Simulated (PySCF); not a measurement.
Spinor energies of Sc¹⁶⁺ (scandium, charge +16)

Start: [He] 2s2 2p1; 2p3/2 filled at m_j = +3/2. Calculated with PySCF 2.14 in an uncontracted even-tempered set (17 s from 3.4 bohr⁻², ratio 2.4; 11 p from 4.4 bohr⁻², ratio 2.4; 5 d from 16 bohr⁻², ratio 2.6; 5 f from 23 bohr⁻², ratio 2.6): generalised Hartree-Fock with the X2C-1e Hamiltonian and a Gaussian nucleus; one run each with spin-orbit coupling (SO) screened by Boettger's factors, then bare. This is a chosen level, not necessarily the ground level.

```json
{"spinor shell": "1s1/2", "electrons": "2", "ε, screened SO (eV)": "-5347.0", "ε, bare SO (eV)": "-5347.0", "weight of nominal j (bare SO)": "1.000", "rms radius, bare SO (bohr)": "0.0836"}
{"spinor shell": "2s1/2", "electrons": "2", "ε, screened SO (eV)": "-1131.6", "ε, bare SO (eV)": "-1131.6", "weight of nominal j (bare SO)": "1.000", "rms radius, bare SO (bohr)": "0.336"}
{"spinor shell": "2p3/2", "electrons": "1", "ε, screened SO (eV)": "-1090.0", "ε, bare SO (eV)": "-1089.8", "weight of nominal j (bare SO)": "1.000", "rms radius, bare SO (bohr)": "0.294"}
```

```tsv
quantity	screened SO	bare SO
E (hartree)	-562.16669	-562.15915
M_J	3/2	3/2
⟨J²⟩	3.750	3.750
⟨L²⟩	2.000	2.000
⟨S²⟩	0.750	0.750
```

Each row is a mean over spinors that exchange with the open shell spreads, by up to 16.146 eV (2s1/2).
